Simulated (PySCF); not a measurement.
Two-component Hartree-Fock for La(55+) (lanthanum, charge +55)

Start: 1s2. Calculated with PySCF 2.14 in an even-tempered Gaussian basis (15 s from 140 bohr⁻², ratio 2.4; 11 p from 190 bohr⁻², ratio 2.4; 3 d from 580 bohr⁻², ratio 2.6; 3 f from 870 bohr⁻², ratio 2.6): generalised Hartree-Fock with the X2C-1e Hamiltonian and a Gaussian nucleus; one run each with spin-orbit coupling (SO) switched off, then screened by Boettger's factors, then bare.

```tsv
spinor shell	electrons	ε, spin-free (eV)	ε, screened SO (eV)	ε, bare SO (eV)	weight of nominal j (screened SO)	rms radius, screened SO (bohr)
1s1/2	2	-45230.6	-45230.6	-45230.6	1.000	0.0284
```

```csv
quantity,spin-free,screened SO,bare SO
E (hartree),-3363.54119,-3363.54119,-3363.54119
M_J,0,0,0
⟨J²⟩,0.000,0.000,0.000
⟨L²⟩,0.000,0.000,0.000
⟨S²⟩,0.000,0.000,0.000
```

Breit and QED terms are absent; they matter most for the inner s and p1/2 levels.

Densities and radii are taken from the X2C orbitals without a picture-change correction, which distorts them close to the nucleus.

Without spin-orbit coupling the j labels of p, d and f shells carry no meaning; the spin-free column gives the mean over the occupied spinors of each nl shell.
